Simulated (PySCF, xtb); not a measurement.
CH8ClNSi3, SMILES N[Si@@]1(Cl)C[SiH2][SiH2]1.

GFN2-xTB (xtb 6.7.1) at its own geometry gives an orbital gap of 3.72 eV and a dipole moment of 1.80 D.

The structure is a stationary point at PBE0-D3(BJ)/def2-SVP. The structure was generated by enumeration; whether it is a known compound was not checked. One conformer was computed; it need not be the lowest.

**Question.** What does B3LYP/def2-TZVP (PySCF) give? (The exact figures need the calculation; the answer reports its results.)

**Answer.** gap 6.33 eV (levels -6.99 and -0.66 eV), dipole 1.67 D.
